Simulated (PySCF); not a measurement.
**C₆ coefficients of unlike pairs at UHF**

Calculated with PySCF 2.14 from the dipole response of each species, C₆(A,B) = (3/π) ∫ α_A(iu) α_B(iu) du, in atomic units, from isotropic polarisabilities. For ions this is the dispersion term alone; charge-induced terms of lower order in 1/R come first.

```
species           configuration                                                                        basis      relativity  α (bohr³)  C₆ (like pair)
     Sn  [Kr] 4d10 5s2 5p2 (3P)                                      aug-cc-pVTZ-PP with ECP28MDF (6s5p4d2f)  core potential      57.17           627.1
 Be(2+)                1s2 (1S)  aug-cc-pVTZ with one added diffuse shell each of s, p, d, f type (6s5p4d3f)            none    0.03885        0.005463
 Tc(3+)           [Kr] 4d4 (5D)                                    aug-cc-pwCVDZ-PP with ECP28MDF (6s6p5d3f)  core potential      5.099           22.85
 Ru(2+)           [Kr] 4d6 (5D)                                  aug-cc-pwCVTZ-PP with ECP28MDF (8s8p7d4f3g)  core potential      7.471           39.41
```

Task: Estimate C₆ for Ru(2+) with Be(2+).

Result: The integral gives 0.3718. The combination rule 2 C_A C_B / (C_A α_B/α_A + C_B α_A/α_B) gives 0.3430 and the geometric mean 0.4640.

No spin-orbit coupling is included.

The other pairs:

```tsv
pair	C₆
Tc(3+), Sn	95.59
Tc(3+), Be(2+)	0.2947
Be(2+), Sn	0.9095
Ru(2+), Tc(3+)	29.92
Ru(2+), Sn	132.1
```
